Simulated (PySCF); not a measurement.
## How methods differ on the ionisation energy of Cl²⁺

Cl²⁺ [Ne] 3s2 3p3 (4S) → Cl³⁺ [Ne] 3s2 3p2 (3P), as a difference of total energies. Calculation: PySCF 2.14, in ANO-RCC-VTZP (5s4p2d1f, 34 functions); the spin-free X2C one-electron Hamiltonian (Gaussian nucleus). Correlated levels: valence: [Ne] frozen; valence and next inner shell: 1s2 frozen. The calculations carry no spin-orbit coupling.

Q: Order these methods by the ionisation energy they give, lowest first.
A. PBE0
B. r2SCANh
C. M06-2X
D. SCS-MP2 (valence)

A: D (39.416 eV), C (39.447 eV), A (39.668 eV), B (39.840 eV).

A first-order spin-orbit estimate (lowest level to lowest level, LS coupling) adds -0.103 eV.

Errors of the correlated levels include the incompleteness of this basis and the frozen core.

For comparison: 39.8 ± 0.11 eV (semi-empirical (NIST evaluation); NIST Atomic Spectra Database, ionization energies).
